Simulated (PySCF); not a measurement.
# How methods differ on the ionisation energy of Ga⁺

Ga⁺ [Ar] 3d10 4s2 (1S) → Ga²⁺ [Ar] 3d10 4s1 (2S), as a difference of total energies. Calculation: PySCF 2.14, in aug-cc-pVDZ-DK (6s5p3d, 36 functions); scalar relativity by spin-free X2C-1e. Correlated levels: valence: [Ar] 3d10 frozen. The calculations carry no spin-orbit coupling.

```json
{"method": "UHF", "ionisation energy (eV)": "18.802"}
{"method": "LDA", "ionisation energy (eV)": "21.177"}
{"method": "PBE", "ionisation energy (eV)": "20.809"}
{"method": "PBE0", "ionisation energy (eV)": "20.482"}
{"method": "r2SCAN", "ionisation energy (eV)": "20.546"}
{"method": "M06-2X", "ionisation energy (eV)": "20.470"}
{"method": "MN15", "ionisation energy (eV)": "20.450"}
{"method": "r2SCANh", "ionisation energy (eV)": "20.468"}
{"method": "BLYP", "ionisation energy (eV)": "20.956"}
{"method": "MP2 (valence)", "ionisation energy (eV)": "19.445"}
{"method": "SCS-MP2 (valence)", "ionisation energy (eV)": "19.573"}
```

Problem. How much does correlation contribute at MP2 (valence)?

Solution. 19.445 − (18.802) = 0.643 eV, measured against UHF.

Errors of the correlated levels include the incompleteness of this basis and the frozen core.

MP2 underrates the near-degeneracy of ns² with np² in the lower species.

For comparison: 20.515 eV (measured; NIST Atomic Spectra Database, ionization energies).
